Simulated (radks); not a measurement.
These are the eigenvalues of the occupied orbitals of an atom or ion with whole-number occupations (eV). All-electron calculation, Dirac Kohn-Sham, exchange-only LDA, spin-unpolarised, spherical densities, finite nucleus; Fermi nuclear charge, rms radius of each element as measured or else 0.836 A^(1/3) + 0.57 fm. Program: a radial shooting solver on a logarithmic mesh with Libxc functionals.

| orbital | eigenvalue |
|---|---|
| 1s1/2 | -1813.382 |
| 2s1/2 | -173.0395 |
| 2p1/2 | -130.4081 |
| 2p3/2 | -129.7564 |
| 3s1/2 | -38.4228 |

Which element is it, and in what charge state? The configuration may be excited. Open shells, if any, fill j = l - 1/2 first.

Answer. Z = 14, silicon, charge +3: Si3+ in [Ne] 3s1. The list shows which subshells hold electrons but not how many an open one holds; the 1s level, -66.641 hartree, gives Z - s = 11.5 by -(Z - s)^2/2, which with screening and relativity narrows Z to a few neighbours, and the depths of the outer levels then fix element, charge and occupations together.
